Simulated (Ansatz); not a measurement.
C₂H₆InS, SMILES `C[CH2][In][SH]` radical, charge 0, multiplicity 2.

(1) Give a relaxed structure at PBE0-D4/def2-TZVP (the Gaussian-basis code of Ansatz). (Best estimate.)

Results:

(1) The calculation gave: 
Cartesian coordinates in Å:
```
C 1.0308 0.1441 0.0059
C -0.0919 1.0522 -0.4507
In -2.0912 0.0974 -0.1759
S -2.0160 -2.1534 0.7797
H 2.0069 0.6236 -0.1349
H 1.0538 -0.7947 -0.5535
H 0.9501 -0.1081 1.0665
H -0.0321 1.3002 -1.5124
H -0.1368 1.9874 0.1112
H -0.6735 -2.1486 0.8640
```
Point group Cs.
This is one stationary point; other conformers may exist.
